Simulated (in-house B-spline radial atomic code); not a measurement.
RPA and G0W0 for F6+, [He] 2s1, highest spin, as one setting changes: the share of exact exchange in the PBE hybrid start. A dash marks a level of low quasi-particle weight. Computed with an all-electron radial atomic-structure program (B-spline basis): all electrons, non-relativistic, point nucleus, each spin shell either full or empty, empty states to l = 9 with an (l + 1/2)⁻⁴ tail; G0W0 by contour deformation at full frequency.

```
share of exact exchange in the PBE hybrid start  mean-field level (eV)  G0W0 level (eV)  RPA correlation (Eh)
                                              0                -173.69    2s up -187.06              -0.16243
                                            0.1                -174.85    2s up -186.97               -0.1551
                                            0.2                      ?                ?                     ?
                                            0.3                -177.19    2s up -186.82              -0.14439
                                            0.4                -178.36    2s up -186.74               -0.1403
                                            0.5                -179.52    2s up -186.68              -0.13677
                                            0.6                -180.69    2s up -186.61              -0.13369
                                            0.7                -181.86    2s up -186.55              -0.13096
                                            0.8                -183.02    2s up -186.50              -0.12852
                                            0.9                      ?                ?                     ?
                                              1                -185.35    2s up -186.40              -0.12428
```

Task: What belongs in the row for 0.9?

Result: mean-field level (eV): -184.18; G0W0 level (eV): 2s up -186.45; RPA correlation (Eh): -0.1263.

Task: What belongs in the row for 0.2?

Result: mean-field level (eV): -176.02; G0W0 level (eV): 2s up -186.89; RPA correlation (Eh): -0.14923.
